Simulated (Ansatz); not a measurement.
Consider the ligand exchange at the Si–O bond: `O[SiH](F)O[SiH2]F` + `N[SiH2]F` → `O[SiH](F)N[SiH2]F` + `O[SiH2]F`.

Calculated with Ansatz (gas phase, PBE0-D4/def2-TZVP geometries, no zero-point term in ΔE). CBS: MP2 limit from def2 TZ/QZ plus the TZ coupled-cluster correction, frozen cores. DFT in def2-TZVPP. Each species was taken in one conformer, which may not be the lowest.

(1) Is it downhill or uphill in electronic energy at CCSD(T)/CBS, and by how much? (An estimate is asked.)

(2) What do these levels give: B97M-V, ωB97X-V, PBE-QIDH, PBE, revPBE, CCSD/def2-SVP? (An estimate is asked.)

Largest T1 diagnostic among the species: 0.012.

Results:

(1) The calculation gave: Uphill: ΔE = +0.60 eV.

(2) Computed: B97M-V 0.62, ωB97X-V 0.61, PBE-QIDH 0.60, PBE 0.55, revPBE 0.56, CCSD/def2-SVP 0.61 eV.

Leaving LDA and LC-ωPBE aside and taking each functional with its dispersion term where it has one, the values, not all of them listed here, spread over 0.16 eV, from revPBE-D4 to BHLYP-D4. In def2-TZVPP, CCSD(T) changes the Hartree–Fock value by −0.15 eV (the triples alone add −0.03 eV) and MP2 by −0.16 eV.
